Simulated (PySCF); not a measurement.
**State search for BSe**

Unrestricted PBE0; B aug-pcseg-1, Se aug-pcseg-1; no relativity (PySCF 2.14). Outer shells of the fragments: B 2s2 2p1; Se 3d10 4s2 4p4.

Followed along the bond (rough minima from three points):

```
2Ms+1   unpaired  ⟨S²⟩ at the start  R at minimum (Å)  Te (eV)
    2        σ ↑               0.78              1.75     0.00
    2        π ↑               0.75              1.99     1.64
    4  σ ↑, π ↑↑               3.76              1.95     3.15
```

Solutions found at the starting distance of 1.930 Å, counted from the lowest of them; the search is not exhaustive and high or unbound solutions are not listed, so other states can lie among these:

| 2Ms+1 | unpaired | term | E (eV) | ⟨S²⟩ | ⟨Lz²⟩ | μ (D) |
| --- | --- | --- | --- | --- | --- | --- |
| 2 | σ ↑ | ²Σ⁺ | 0.00 | 0.78 | 0.00 | -1.03 |
| 2 | π ↑ | ²Π | 1.23 | 0.75 | 1.01 | 1.98 |
| 4 | σ ↑, π ↑↑ | mixed | 2.71 | 3.76 | 2.01 | 0.55 |
| 4 | σ ↑, π ↑↑ | mixed | 3.08 | 3.75 | 2.01 | 0.31 |
| 2 | σ ↑, π ↑↓ | mixed | 3.25 | 1.76 | 2.01 | 0.18 |
| 2 | σ ↑, π ↑↓ | mixed | 3.84 | 1.76 | 2.01 | 0.72 |
| 2 | π ↑ | ²Π | 3.96 | 0.90 | 1.01 | -1.70 |
| 4 | π ↑↑↑ | ⁴Π | 5.60 | 3.76 | 1.00 | 4.83 |
| 4 | σ ↑↑, π ↑ | ⁴Π | 6.08 | 3.79 | 1.00 | 0.27 |
| 4 | σ ↑↑, π ↑ | ⁴Π | 6.82 | 3.76 | 1.02 | -4.30 |

A term symbol is given only where ⟨S²⟩ and ⟨Lz²⟩ are close to those of a pure state; real π, δ and φ orbitals otherwise mix terms. A positive dipole means B(−)Se(+).

Task: Compare the gap between the two lowest followed solutions at the starting distance with the gap between their minima.

Result: At PBE0 the second solution (doublet, unpaired electrons π ↑) lies +1.23 eV from the first (doublet, unpaired electrons σ ↑) at 1.930 Å and +1.64 eV at the minima; the two curves relax by different amounts, since their minima lie near 1.99 and 1.75 Å.

Spin–orbit coupling is left out. Counting both spins, an empty level lies below a filled one in some of these solutions, because spin and occupation are held.
